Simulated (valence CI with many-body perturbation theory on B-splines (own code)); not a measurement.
The numbers below are computed, except where a source is named.
Level structure of I³⁺

Level of theory: configuration interaction combined with many-body perturbation theory (CI+MBPT): four valence electrons over a frozen Dirac-Fock core [Kr] 4d10, a basis of 11 s, 11 p, 9 d, 7 f, 5 g, 2 h, 1 i functions for each j, with the one-electron correlation potential Σ1, the two-electron term Σ2, the three-electron term Σ3, Breit, model QED; selected CI, second order for the rest, scaled by the run's own slope (own B-spline code, finite nucleus).

No measured levels were compared; by estimate levels hold to about 250 cm⁻¹ or 0.2 % of their energy and the worst to 1 %, as in measured heavy ions of charge 2 to 7; those with d or f electrons hold less well. Core correlation moves these levels by up to 11000 cm⁻¹, and in measured spectra 5 to 20 % of such shifts remained as error; rates that hang on mixing are uncertain with them. Among the levels kept, up to 300 cm⁻¹ of a level comes from second order outside the variational space, and about a tenth of that is noise between levels of different J, which matters for small intervals.

Levels 1 to 45 of 70, with energies above the lowest level, 5s2 5p2 3P_0. "Leading %" is the weight of the configuration and term that name the level; weights of strongly mixed levels are sums over their largest components and can fall short.

```csv
No.,Configuration,Term,J,E (eV),Leading %,Second component,g
1,5s2 5p2,3P,0,0.000,89,8 % 5s2 5p2 1S,
2,5s2 5p2,3P,1,0.847,97,,1.501
3,5s2 5p2,3P,2,1.362,70,27 % 5s2 5p2 1D,1.360
4,5s2 5p2,1D,2,2.794,69,27 % 5s2 5p2 3P,1.141
5,5s2 5p2,1S,0,4.609,87,8 % 5s2 5p2 3P,
6,5s 5p3,5S°,2,9.643,94,,1.978
7,5s 5p3,3D°,1,12.254,76,10 % 5s2 5p 5d 3D°,0.601
8,5s 5p3,3D°,2,12.315,74,10 % 5s 5p3 3P°,1.219
9,5s 5p3,3D°,3,12.666,86,10 % 5s2 5p 5d 3D°,1.333
10,5s 5p3,3P°,0,14.191,87,10 % 5s2 5p 5d 3P°,
11,5s 5p3,3P°,2,14.243,42,18 % 5s 5p3 1D°,1.291
12,5s 5p3,3P°,1,14.295,77,9 % 5s2 5p 5d 3P°,1.422
13,5s2 5p 5d,1D°,2,15.262,34,27 % 5s 5p3 3P°,1.144
14,5s2 5p 5d,3F°,2,16.234,84,7 % 5s 5p3 1D°,0.715
15,5s2 5p 5d,3F°,3,16.586,89,,1.091
16,5s 5p3,3S°,1,16.895,63,26 % 5s 5p3 1P°,1.668
17,5s2 5p 5d,3F°,4,17.444,95,,1.250
18,5s2 5p 5d,3D°,1,17.822,31,21 % 5s2 5p 5d 1P°,0.965
19,5s2 5p 5d,3P°,2,17.888,46,26 % 5s2 5p 5d 3D°,1.321
20,5s2 5p 5d,3D°,1,18.266,31,26 % 5s 5p3 1P°,1.073
21,5s2 5p 6s,3P°,0,18.517,94,,
22,5s2 5p 6s,3P°,1,18.643,64,18 % 5s2 5p 6s 1P°,1.344
23,5s2 5p 5d,3D°,3,18.877,74,8 % 5s 5p3 3D°,1.295
24,5s2 5p 5d,3D°,2,18.919,44,19 % 5s2 5p 5d 1D°,1.109
25,5s2 5p 5d,3P°,0,19.007,84,9 % 5s 5p3 3P°,
26,5s2 5p 5d,3P°,1,19.149,61,14 % 5s2 5p 5d 3D°,1.314
27,5s2 5p 5d,3P°,2,19.380,31,22 % 5s2 5p 5d 1D°,1.226
28,5s2 5p 6s,3P°,2,19.985,95,,1.501
29,5s2 5p 5d,1F°,3,20.038,84,8 % 5s2 5p 5d 3D°,1.032
30,5s2 5p 6s,1P°,1,20.050,50,21 % 5s2 5p 6s 3P°,1.113
31,5s2 5p 5d,1P°,1,21.164,52,20 % 5s2 5p 6s 1P°,1.001
32,5s2 5p 6p,3D,1,21.917,61,31 % 5s2 5p 6p 1P,0.701
33,5s2 5p 6p,3P,0,22.488,83,12 % 5s2 5p 6p 1S,
34,4f 5s2 5p,3G,3,22.526,50,37 % 4f 5s2 5p 1F,0.870
35,5s2 5p 6p,3P,1,22.527,43,19 % 5s2 5p 6p 1P,1.313
36,5s2 5p 6p,3D,2,22.545,64,15 % 5s2 5p 6p 1D,1.177
37,4f 5s2 5p,3F,3,22.802,42,20 % 4f 5s2 5p 3D,1.081
38,4f 5s2 5p,3G,4,22.890,50,34 % 4f 5s2 5p 3F,1.121
39,4f 5s2 5p,3F,2,23.040,73,9 % 4f 5s2 5p 3D,0.755
40,5s2 5p 6p,3P,1,23.513,43,34 % 5s2 5p 6p 1P,1.145
41,5s2 5p 6p,3P,2,23.710,51,26 % 5s2 5p 6p 3D,1.322
42,5s2 5p 6p,3D,3,23.807,60,15 % 4f 5s2 5p 1F,1.207
43,5s2 5p 6p,3D,3,23.862,28,27 % 4f 5s2 5p 3F,1.071
44,4f 5s2 5p,3F,4,23.981,54,36 % 4f 5s2 5p 3G,1.171
45,4f 5s2 5p,3G,5,23.995,88,5 % 5s 5p2 5d 3G,1.201
```

Names give the largest LS component (configuration and term), which can be under half, so a name can repeat, a term be missing and a line seem to break the LS rules; names also repeat where a configuration has a term twice.

Where two levels of one J and parity lie close, their mixing, g and order are uncertain.

The ionisation energy to 5s2 5p 2P°_1/2 of the next ion comes out as 40.548 eV (NIST: 40.357 ± 0.025 eV (measured), further off than twice its uncertainty). All 70 levels together are meant to be complete up to 27.530 eV.
